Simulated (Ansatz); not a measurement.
The multiplicity is imposed and other spin states were not computed.

Computed with PBE-D3(BJ)/def2-SVP run with Ansatz (a quantum-chemistry and plane-wave program). No frequencies were computed at this level.

Ansatz 0.2 input:
```yaml
crystal:
  periodic: [false, false, false]
  atoms:
    - { symbol: Zn, position_ang: [0.085968, -0.023813, 0.585569] }
    - { symbol: O, position_ang: [-0.728048, -1.352316, -0.100109] }
    - { symbol: H, position_ang: [-0.960713, -2.184193, 0.301946] }
    - { symbol: Br, position_ang: [0.733014, 1.977401, -0.117584] }
basis:
  gaussian: { orbitals: def2-svp }
hamiltonian:
  xc: pbe
  dispersion: d3bj
relax:
  max_steps: 150
```

Output:

```
Functional definition: PBE
904 factors; their error is unknown
mean field evaluation 1: about -120484.2603 eV, gradient 7.5e1 eV
mean field evaluation 2: about -120363.6492 eV, gradient 2.0e2 eV
mean field evaluation 4: about -120492.5800 eV, gradient 2.7e1 eV
mean field evaluation 8: about -120493.6634 eV, gradient 1.2e-1 eV
mean field evaluation 16: about -120493.5807 eV, gradient 1.6e-4 eV
mean field -120493.58073962 eV, -4428.0574186988 hartree, gradient 1.7e-5 eV, S^2 0.000000; 0 other end points of the search recorded, 0 dependent functions left out
reference -120493.58078297 eV, -4428.0574202917 hartree; 37, 37 occupied and 45, 45 virtual orbitals, 904 factors
relax step   1: F+E_penalty+E_count = -120493.64368906 eV  Δ(F+E_penalty+E_count) = +0.000e0 eV  max|allowed force component| = 1.275e0 eV/Å  Δτ_max = 0.0000 Å  (27 SCF iters, accepted)
these checks for a lower state are left out or cut short: starts, cluster_reference, orbital_swaps, neighbouring_geometries, increment
904 factors; their error is unknown
mean field -120493.85622593 eV, -4428.0675426338 hartree, gradient 4.3e-5 eV, S^2 0.000000; 0 other end points of the search recorded, 0 dependent functions left out
reference -120493.85626893 eV, -4428.0675442142 hartree; 37, 37 occupied and 45, 45 virtual orbitals, 904 factors
relax step   2: F+E_penalty+E_count = -120493.91699806 eV  Δ(F+E_penalty+E_count) = -2.733e-1 eV  max|allowed force component| = 6.344e-1 eV/Å  Δτ_max = 0.1958 Å  (31 SCF iters, accepted)
these checks for a lower state are left out or cut short: starts, cluster_reference, orbital_swaps, neighbouring_geometries, increment
904 factors; their error is unknown
mean field -120493.95161463 eV, -4428.0710481040 hartree, gradient 4.6e-5 eV, S^2 0.000000; 0 other end points of the search recorded, 0 dependent functions left out
reference -120493.95165740 eV, -4428.0710496757 hartree; 37, 37 occupied and 45, 45 virtual orbitals, 904 factors
relax step   3: F+E_penalty+E_count = -120494.01161361 eV  Δ(F+E_penalty+E_count) = -9.462e-2 eV  max|allowed force component| = 5.949e-1 eV/Å  Δτ_max = 0.1945 Å  (31 SCF iters, accepted)
these checks for a lower state are left out or cut short: starts, cluster_reference, orbital_swaps, neighbouring_geometries, increment
904 factors; their error is unknown
mean field evaluation 32: about -120494.0505 eV, gradient 1.9e-1 eV
mean field -120493.97014356 eV, -4428.0717290296 hartree, gradient 2.3e-5 eV, S^2 0.000000; 0 other end points of the search recorded, 0 dependent functions left out
reference -120493.97018629 eV, -4428.0717305996 hartree; 37, 37 occupied and 45, 45 virtual orbitals, 904 factors
relax step   4: F+E_penalty+E_count = -120494.03052093 eV  Δ(F+E_penalty+E_count) = -1.891e-2 eV  max|allowed force component| = 1.072e0 eV/Å  Δτ_max = 0.1293 Å  (28 SCF iters, accepted)
these checks for a lower state are left out or cut short: starts, cluster_reference, orbital_swaps, neighbouring_geometries, increment
904 factors; their error is unknown
mean field -120494.01887323 eV, -4428.0735198118 hartree, gradient 2.6e-5 eV, S^2 0.000000; 0 other end points of the search recorded, 0 dependent functions left out
reference -120494.01891619 eV, -4428.0735213906 hartree; 37, 37 occupied and 45, 45 virtual orbitals, 904 factors
relax step   5: F+E_penalty+E_count = -120494.07947687 eV  Δ(F+E_penalty+E_count) = -4.896e-2 eV  max|allowed force component| = 3.543e-1 eV/Å  Δτ_max = 0.1079 Å  (27 SCF iters, accepted)
these checks for a lower state are left out or cut short: starts, cluster_reference, orbital_swaps, neighbouring_geometries, increment
904 factors; their error is unknown
mean field -120494.02428410 eV, -4428.0737186575 hartree, gradient 6.5e-5 eV, S^2 0.000000; 0 other end points of the search recorded, 0 dependent functions left out
reference -120494.02432699 eV, -4428.0737202336 hartree; 37, 37 occupied and 45, 45 virtual orbitals, 904 factors
relax step   6: F+E_penalty+E_count = -120494.08490314 eV  Δ(F+E_penalty+E_count) = -5.426e-3 eV  max|allowed force component| = 3.729e-2 eV/Å  Δτ_max = 0.0325 Å  (25 SCF iters, accepted)
these checks for a lower state are left out or cut short: starts, cluster_reference, orbital_swaps, neighbouring_geometries, increment
904 factors; their error is unknown
mean field -120494.02497042 eV, -4428.0737438794 hartree, gradient 7.7e-5 eV, S^2 0.000000; 0 other end points of the search recorded, 0 dependent functions left out
reference -120494.02501331 eV, -4428.0737454555 hartree; 37, 37 occupied and 45, 45 virtual orbitals, 904 factors
relax step   7: F+E_penalty+E_count = -120494.08561910 eV  Δ(F+E_penalty+E_count) = -7.160e-4 eV  max|allowed force component| = 2.215e-2 eV/Å  Δτ_max = 0.0207 Å  (26 SCF iters, accepted)
these checks for a lower state are left out or cut short: starts, cluster_reference, orbital_swaps, neighbouring_geometries, increment
904 factors; their error is unknown
mean field -120494.02499126 eV, -4428.0737446453 hartree, gradient 4.7e-5 eV, S^2 0.000000; 0 other end points of the search recorded, 0 dependent functions left out
reference -120494.02503414 eV, -4428.0737462211 hartree; 37, 37 occupied and 45, 45 virtual orbitals, 904 factors
relax step   8: F+E_penalty+E_count = -120494.08563243 eV  Δ(F+E_penalty+E_count) = -1.333e-5 eV  max|allowed force component| = 1.279e-3 eV/Å  Δτ_max = 0.0008 Å  (19 SCF iters, accepted)
904 factors; their error is unknown
mean field evaluation 64: about -120492.9058 eV, gradient 2.8e1 eV
mean field -120494.02499126 eV, -4428.0737446453 hartree, gradient 4.7e-5 eV, S^2 0.000000; 1 other end points of the search recorded, 0 dependent functions left out
reference -120494.02503414 eV, -4428.0737462211 hartree; 37, 37 occupied and 45, 45 virtual orbitals, 904 factors
Total energy: -120494.08567532 eV, -4428.0759747431 hartree
Atom 0 at    -0.068980     0.025355     0.056092 Å, force     0.000259     0.000952    -0.000471 eV/Å
Atom 1 at    -0.849278    -1.558151    -0.192394 Å, force     0.000261     0.001267    -0.000897 eV/Å
Atom 2 at    -0.820261    -2.102988     0.616311 Å, force    -0.000101    -0.001195     0.001279 eV/Å
Atom 3 at     0.868740     2.052863     0.189813 Å, force    -0.000420    -0.001024     0.000089 eV/Å
Dipole moment:    -0.018044    -0.245140     0.270381 e Å
```

Cost: around 14 core-seconds (rough).
